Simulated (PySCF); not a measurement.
C2H6N (SMILES C[CH]N), doublet, geometry from GFN2-xTB; CCSD(T)/6-31G* in PySCF.

Here is a job for PySCF.
```python
from pyscf import gto, scf, cc

mol = gto.M(
    atom='''
C     1.231296   -0.256698   -0.096553
C    -0.057991    0.173937    0.499408
N    -1.201007    0.149662   -0.310170
H     1.647232    0.488635   -0.788645
H     1.968133   -0.422047    0.687336
H     1.103384   -1.183652   -0.657212
H    -0.055250    0.947582    1.249310
H    -2.066681    0.263625    0.198966
H    -1.229596   -0.645216   -0.935699
''',
    basis='6-31g*',
    charge=0,
    spin=1,
    verbose=4,
)

mf = scf.UHF(mol)
mf.kernel()

mycc = cc.CCSD(mf)
mycc.kernel()
et = mycc.ccsd_t()
print('E(CCSD(T)) = %.10f' % (mycc.e_tot + et))
```

It wrote (shortened):

```
PySCF version 2.14.0

[INPUT] verbose = 4
[INPUT] num. atoms = 9
[INPUT] num. electrons = 25
[INPUT] charge = 0
[INPUT] spin (= nelec alpha-beta = 2S) = 1
[INPUT] symmetry False subgroup None
[INPUT] Mole.unit = angstrom
[INPUT] Symbol           X                Y                Z      unit          X                Y                Z       unit  Magmom
[INPUT]  1 C      1.231296000000  -0.256698000000  -0.096553000000 AA    2.326812218272  -0.485088916724  -0.182458726505 Bohr   0.0
[INPUT]  2 C     -0.057991000000   0.173937000000   0.499408000000 AA   -0.109587107690   0.328693292928   0.943744344417 Bohr   0.0
[INPUT]  3 N     -1.201007000000   0.149662000000  -0.310170000000 AA   -2.269574303686   0.282820191255  -0.586136352056 Bohr   0.0
[INPUT]  4 H      1.647232000000   0.488635000000  -0.788645000000 AA    3.112817343620   0.923386324877  -1.490323059508 Bohr   0.0
[INPUT]  5 H      1.968133000000  -0.422047000000   0.687336000000 AA    3.719232346719  -0.797553241694   1.298876795554 Bohr   0.0
[INPUT]  6 H      1.103384000000  -1.183652000000  -0.657212000000 AA    2.085093570227  -2.236778106794  -1.241950685778 Bohr   0.0
[INPUT]  7 H     -0.055250000000   0.947582000000   1.249310000000 AA   -0.104407368382   1.790670460568   2.360853744680 Bohr   0.0
[INPUT]  8 H     -2.066681000000   0.263625000000   0.198966000000 AA   -3.905461076842   0.498179049588   0.375991248100 Bohr   0.0
[INPUT]  9 H     -1.229596000000  -0.645216000000  -0.935699000000 AA   -2.323599683861  -1.219281531187  -1.768214845029 Bohr   0.0

nuclear repulsion = 76.5135903242504
number of shells = 30
number of NR pGTOs = 105
number of NR cGTOs = 54
basis = 6-31g*
ecp = {}

******** <class 'pyscf.scf.uhf.UHF'> ********
method = UHF
initial guess = minao
damping factor = 0
level_shift factor = 0
DIIS = <class 'pyscf.scf.diis.CDIIS'>
diis_start_cycle = 1
diis_space = 8
diis_damp = 0
SCF conv_tol = 1e-09
SCF conv_tol_grad = None
SCF max_cycles = 50
direct_scf = True
direct_scf_tol = 1e-13
number electrons alpha = 13  beta = 12
Set gradient conv threshold to 3.16228e-05
init E= -133.928531590808

cycle= 1 E= -133.582040933731  delta_E= 0.346  |g|= 0.219  |ddm|= 1.84
cycle= 2 E= -133.619359654104  delta_E= -0.0373  |g|= 0.0633  |ddm|= 0.277
cycle= 3 E= -133.624063830021  delta_E= -0.0047  |g|= 0.0207  |ddm|= 0.114
cycle= 4 E= -133.624746497852  delta_E= -0.000683  |g|= 0.0106  |ddm|= 0.0444
cycle= 5 E= -133.624985914773  delta_E= -0.000239  |g|= 0.00498  |ddm|= 0.0267
cycle= 6 E= -133.625038997836  delta_E= -5.31e-05  |g|= 0.00186  |ddm|= 0.0143
cycle= 7 E= -133.625046157886  delta_E= -7.16e-06  |g|= 0.000621  |ddm|= 0.00555
cycle= 8 E= -133.625046854887  delta_E= -6.97e-07  |g|= 0.000236  |ddm|= 0.00171
cycle= 9 E= -133.625046958802  delta_E= -1.04e-07  |g|= 9.39e-05  |ddm|= 0.000679
cycle= 10 E= -133.625046976294  delta_E= -1.75e-08  |g|= 3.42e-05  |ddm|= 0.000324
cycle= 11 E= -133.625046978203  delta_E= -1.91e-09  |g|= 1.42e-05  |ddm|= 9.69e-05
cycle= 12 E= -133.625046978514  delta_E= -3.11e-10  |g|= 5.68e-06  |ddm|= 4.08e-05
Extra cycle  E= -133.625046978558  delta_E= -4.38e-11  |g|= 3.45e-06  |ddm|= 1.29e-05
converged SCF energy = -133.625046978558  <S^2> = 0.76086439  2S+1 = 2.010835

******** <class 'pyscf.cc.uccsd.UCCSD'> ********
CC2 = 0
CCSD nocc = (np.int64(13), np.int64(12)), nmo = (54, 54)
max_cycle = 50
direct = 0
conv_tol = 1e-07
conv_tol_normt = 1e-06
diis_space = 6
diis_start_cycle = 0
diis_start_energy_diff = 1e+09
Init t2, MP2 energy = -0.407319205805998
Init E_corr(UCCSD) = -0.407319205817088
cycle = 1  E_corr(UCCSD) = -0.431847352624455  dE = -0.0245281468  norm(t1,t2) = 0.0719211
cycle = 2  E_corr(UCCSD) = -0.441875615201122  dE = -0.0100282626  norm(t1,t2) = 0.0233199
cycle = 3  E_corr(UCCSD) = -0.445581981557903  dE = -0.00370636636  norm(t1,t2) = 0.0132084
cycle = 4  E_corr(UCCSD) = -0.446564785667922  dE = -0.00098280411  norm(t1,t2) = 0.00484408
cycle = 5  E_corr(UCCSD) = -0.446371021435899  dE = 0.000193764232  norm(t1,t2) = 0.00271144
cycle = 6  E_corr(UCCSD) = -0.446364596803321  dE = 6.42463258e-06  norm(t1,t2) = 0.000668561
cycle = 7  E_corr(UCCSD) = -0.446380120314383  dE = -1.55235111e-05  norm(t1,t2) = 0.000236187
cycle = 8  E_corr(UCCSD) = -0.446379819104756  dE = 3.01209628e-07  norm(t1,t2) = 9.45297e-05
cycle = 9  E_corr(UCCSD) = -0.446378062540859  dE = 1.7565639e-06  norm(t1,t2) = 4.21838e-05
cycle = 10  E_corr(UCCSD) = -0.446377482636603  dE = 5.79904255e-07  norm(t1,t2) = 1.66253e-05
cycle = 11  E_corr(UCCSD) = -0.446377137893451  dE = 3.44743152e-07  norm(t1,t2) = 7.85213e-06
cycle = 12  E_corr(UCCSD) = -0.4463770886072  dE = 4.92862516e-08  norm(t1,t2) = 3.63657e-06
cycle = 13  E_corr(UCCSD) = -0.446377088838051  dE = -2.30851671e-10  norm(t1,t2) = 1.81796e-06
cycle = 14  E_corr(UCCSD) = -0.446377070830031  dE = 1.80080199e-08  norm(t1,t2) = 5.81386e-07
UCCSD converged
E(UCCSD) = -134.0714240493881  E_corr = -0.4463770708300314
UCCSD(T) correction = -0.0105650786064959
E(CCSD(T)) = -134.0819891280
```
